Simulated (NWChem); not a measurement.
Species: hydrogen iodide (HI); SMILES I

```xyz
2

I      0.0000     0.0000     0.0520
H      0.0000     0.0000    -1.5652
```
Atoms are numbered in this order, from 1.

Results from NWChem. The geometry was optimised at PBE0/def2-SVP. def2 effective core potentials on I; no spin-orbit coupling. Vertical excitations in the gas phase.

Predict the results for PBE/def2-SVPD, TDA. Quantities: lowest excitation, singlet (eV); oscillator strength of that lowest state; lowest state with f > 0.02, singlet (eV); oscillator strength of that bright state; orbital gap (eV).


```json
{
 "lowest excitation, singlet (eV)": "5.25",
 "oscillator_strength_of_that_lowest_state": "0.006",
 "lowest state with f > 0.02, singlet (eV)": "7.25",
 "oscillator_strength_of_that_bright_state": "0.153",
 "orbital gap (eV)": "4.95"
}
```
